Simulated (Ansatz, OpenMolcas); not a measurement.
**KI (Potassium Iodide): the vertical ionisation energy, rung by rung**

The species is KI (2 atoms), meant as a singlet with charge 0. SMILES: `[K][I]`. The bond length is the measured one.

```xyz
2

K     0.0000    0.0000    0.0000
I     0.0000    0.0000    3.0478
```

Each level gives the vertical ionisation energy (to the doublet cation) (eV). The values are calculated.

```
                                level                    kind     program  value (eV)  less CCSD(T)/def2-TZVPPD  CPU time (all runs)
      HF/def2-TZVPPD (core potential)            Hartree–Fock      Ansatz        6.73                     -0.86                 12 s
     PBE/def2-TZVPPD (core potential)                     GGA  OpenMolcas        7.76                     +0.17                 47 s
    TPSS/def2-TZVPPD (core potential)                meta-GGA  OpenMolcas        7.75                     +0.16                 65 s
    PBE0/def2-TZVPPD (core potential)           global hybrid  OpenMolcas        7.74                     +0.15                 42 s
   HSE06/def2-TZVPPD (core potential)  range-separated hybrid      Ansatz        7.73                     +0.14                 32 s
  B2PLYP/def2-TZVPPD (core potential)           double hybrid      Ansatz        7.70                     +0.11                 41 s
RPA@PBE0/def2-TZVPPD (core potential)                     RPA      Ansatz        7.63                     +0.04                 38 s
     MP2/def2-TZVPPD (core potential)     perturbation theory      Ansatz        7.70                     +0.11                 14 s
 CCSD(T)/def2-TZVPPD (core potential)   coupled cluster or CI      Ansatz        7.59                      0.00                 53 s
                           FCI/STO-3G      exact in the basis      Ansatz        4.08                     -3.51                 43 s
```

CCSD(T)/def2-TZVPPD (core potential) is the highest level here, not the true value. All-electron rows without a relativistic Hamiltonian named are non-relativistic, while core potentials hold scalar relativity, so basis and relativity change together. Spin-orbit coupling, which can split open shells on such heavy atoms by tenths of an eV, is left out. The values span 4.08 to 7.76 eV. Minimal STO sets describe s-block atoms so badly that they can place the ion below the atom. High-level rows in very small sets aren't better than simpler rows in larger ones. In the correlated wave-function rows the outer d shell of I is correlated, in sets not made for it. Times are those of the runs behind each value, whatever else they computed, on shared processors of several kinds: orders of magnitude only.
